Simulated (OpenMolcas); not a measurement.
**Multiplet structure of O+**

- Program: OpenMolcas
- Method: CASSCF
- Basis: ANO-RCC-VTZP [4s3p2d1f]
- Scalar Hamiltonian: DKH2, point nucleus
- Active space: 5 electrons in 4 orbitals (2s 2p)
- State averaging: 2S+1 = 4 odd, 1 root; 2S+1 = 2 odd, 8 roots; 2S+1 = 4 even, 3 roots; 2S+1 = 2 even, 9 roots
- Spin-orbit coupling: RASSI with atomic mean-field integrals over the reference wave functions, term energies averaged over their components

Spin-free terms above the lowest, with the occupations of the reference:

| Configuration | Term | E (cm⁻¹) | Occupations |
| --- | --- | --- | --- |
| 2s² 2p³ | ⁴S° | 0.0 | 2s 2.00 2p 3.00 |
| 2s² 2p³ | ²D° | 30468 | 2s 2.00 2p 3.00 |
| 2s² 2p³ | ²P° | 41111 | 2s 1.94 2p 3.06 |
| 2s 2p⁴ | ⁴P | 121779 | 2s 1.00 2p 4.00 |
| 2s 2p⁴ | ²D | 179318 | 2s 1.00 2p 4.00 |
| 2s 2p⁴ | ²S | 208927 | 2s 1.00 2p 4.00 |
| 2s 2p⁴ | ²P | 233698 | 2s 1.00 2p 4.00 |

With spin-orbit coupling, above the lowest level:

```json
{"Configuration": "2s² 2p³", "Term": "⁴S°", "J": "3/2", "E (cm⁻¹)": "0.0", "Measured (cm⁻¹)": "0.0", "Term weight %": "100"}
{"Configuration": "2s² 2p³", "Term": "²D°", "J": "3/2", "E (cm⁻¹)": "30465", "Measured (cm⁻¹)": "26831", "Term weight %": "100"}
{"Configuration": "2s² 2p³", "Term": "²D°", "J": "5/2", "E (cm⁻¹)": "30469", "Measured (cm⁻¹)": "26811", "Term weight %": "100"}
{"Configuration": "2s² 2p³", "Term": "²P°", "J": "3/2", "E (cm⁻¹)": "41114", "Measured (cm⁻¹)": "40468", "Term weight %": "100"}
{"Configuration": "2s² 2p³", "Term": "²P°", "J": "1/2", "E (cm⁻¹)": "41117", "Measured (cm⁻¹)": "40470", "Term weight %": "100"}
{"Configuration": "2s 2p⁴", "Term": "⁴P", "J": "5/2", "E (cm⁻¹)": "121690", "Measured (cm⁻¹)": "119837", "Term weight %": "100"}
{"Configuration": "2s 2p⁴", "Term": "⁴P", "J": "3/2", "E (cm⁻¹)": "121840", "Measured (cm⁻¹)": "120000", "Term weight %": "100"}
{"Configuration": "2s 2p⁴", "Term": "⁴P", "J": "1/2", "E (cm⁻¹)": "121929", "Measured (cm⁻¹)": "120083", "Term weight %": "100"}
{"Configuration": "2s 2p⁴", "Term": "²D", "J": "3/2", "E (cm⁻¹)": "179318", "Measured (cm⁻¹)": "165996", "Term weight %": "100"}
{"Configuration": "2s 2p⁴", "Term": "²D", "J": "5/2", "E (cm⁻¹)": "179319", "Measured (cm⁻¹)": "165988", "Term weight %": "100"}
{"Configuration": "2s 2p⁴", "Term": "²S", "J": "1/2", "E (cm⁻¹)": "208928", "Measured (cm⁻¹)": "195710", "Term weight %": "100"}
{"Configuration": "2s 2p⁴", "Term": "²P", "J": "3/2", "E (cm⁻¹)": "233640", "Measured (cm⁻¹)": "212594", "Term weight %": "100"}
{"Configuration": "2s 2p⁴", "Term": "²P", "J": "1/2", "E (cm⁻¹)": "233817", "Measured (cm⁻¹)": "212762", "Term weight %": "100"}
```

Against the 12 measured excited levels shown (NIST Handbook of Basic Atomic Spectroscopic Data) the mean absolute deviation is 8000 cm-1; the largest miss in energy is 2s 2p⁴ ²P_1/2: computed 233817, measured 212762 cm⁻¹ (+9.9 %), and the largest in proportion 2s² 2p³ ²D°_5/2 (+13.6 %).

Without dynamic correlation excited terms often stand tens of per cent too high (terms of higher spin than the ground term too low), and those without a measured partner can miss by more than the paired ones. Measured partners are found by configuration, term and J. A level has none where our copy of the source lacks it or the pairing is in doubt (some pairs that miss far off the trend of their configuration count as doubtful), and it then counts in no deviation. Levels of configurations outside the active space are missing. The first state left out of the spin-orbit step lies near 350000 cm-1 above the lowest spin-free state of the reference (among the parities and spins computed), and the list stops at four fifths of that energy or lower.

The term weight is that of the spin-free term in the level, not the purity of its configuration. ° marks odd parity.
